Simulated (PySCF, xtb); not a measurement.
C₅H₁₂Si, SMILES CCC/C=C\[SiH3]. Other conformers were not sampled.

Harmonic wavenumbers (cm⁻¹) from xtb 6.7.1 with GFN2-xTB at its own minimum, in rising order: 31, 85, 89, 178, 193, 257, 346, 439, 468, 563, 580, 735, 750, 794, 797, 806, 808, 910, 923, 950, 1003, 1087, 1103, 1120, 1203, 1244, 1265, 1310, 1341, 1357, 1414, 1475, 1492, 1504, 1509, 1679, 2223, 2232, 2249, 2957, 2967, 2981, 2985, 3009, 3028, 3029, 3033, 3045.

What does PBE0-D3(BJ)/def2-SVP (PySCF) give at its own minimum? (The exact figures need the calculation; the answer reports its results.)

30, 71, 96, 170, 197, 274, 349, 451, 477, 624, 660, 739, 754, 767, 887, 898, 929, 945, 950, 977, 1029, 1085, 1099, 1118, 1206, 1258, 1286, 1331, 1359, 1383, 1405, 1457, 1463, 1472, 1479, 1708, 2212, 2216, 2235, 3041, 3052, 3057, 3098, 3108, 3142, 3144, 3153, 3173. Paired by order, the mean absolute difference is 40 cm⁻¹ and the zero-point energies are 93.7 and 95.8 kcal/mol.
